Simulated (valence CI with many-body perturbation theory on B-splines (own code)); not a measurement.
Ca13+: what the settings do

Calculated by configuration interaction combined with many-body perturbation theory (CI+MBPT): five valence electrons over a frozen Dirac-Fock core [He], a basis of 6 s, 6 p, 5 d, 3 f, 1 g functions for each j, with the one-electron correlation potential Σ1 (screened to all orders), the two-electron term Σ2, the three-electron term Σ3, Breit, model QED; selected single and double excitations, second order for the rest, scaled by the run's own slope (own B-spline code, finite nucleus).

No measured levels were compared; by estimate levels of excited configurations hold to 0.05 to 0.15 % of their energy, terms of the ground configuration to about 0.5 %. Among the levels kept, up to 2400 cm⁻¹ of a level comes from second order outside the variational space, and about a tenth of that is noise between levels of different J, which matters for small intervals.

The reference run has the lowest level 2s²2p³ ⁴S°_3/2 and an ionisation energy of 816.742 eV. Its largest variational space holds 12366 state functions.

Changed runs:
A. box radius (bohr) 4.1691 → 6.05
B. scale of Σ1 1 → 0
C. Davidson tolerance 2e-05 → 0.0003
D. correlating orbitals by l 3 3 3 2 1 → 2 2 1 1 0; natural orbitals for correlation on → off (bad on purpose)

Excitation energies of the reference run in cm⁻¹, and shifts in cm⁻¹:

| Level | Reference | A | B | C | D |
| --- | --- | --- | --- | --- | --- |
| 2s²2p³ ²D°_3/2 | 106549 | 0 | -13 | 0 | +3327 |
| 2s²2p³ ²D°_5/2 | 114128 | 0 | -45 | 0 | +3498 |
| 2s²2p³ ²P°_1/2 | 173159 | 0 | -26 | 0 | +2235 |
| 2s²2p³ ²P°_3/2 | 184076 | -0.1 | -69 | 0 | +2337 |
| 2s2p⁴ ⁴P_5/2 | 516070 | -0.4 | +1113 | 0 | +852 |
| 2s2p⁴ ⁴P_3/2 | 536133 | -0.5 | +1070 | 0 | +834 |
| 2s2p⁴ ⁴P_1/2 | 545354 | -0.5 | +1054 | 0 | +878 |
| 2s2p⁴ ²D_3/2 | 711691 | -0.5 | +1063 | 0 | +7533 |
| 2s2p⁴ ²D_5/2 | 713456 | -0.5 | +1054 | 0 | +7446 |
| 2s2p⁴ ²S_1/2 | 826357 | -0.5 | +1045 | 0 | +8056 |
| 2s2p⁴ ²P_3/2 | 859498 | -0.4 | +1086 | 0 | +10864 |
| 2s2p⁴ ²P_1/2 | 886891 | -0.6 | +1018 | 0 | +10571 |
| Ionisation energy (eV) | 816.742 | -0.00017 | -0.242 | 0 | -0.350 |

No effect on these energies: C.
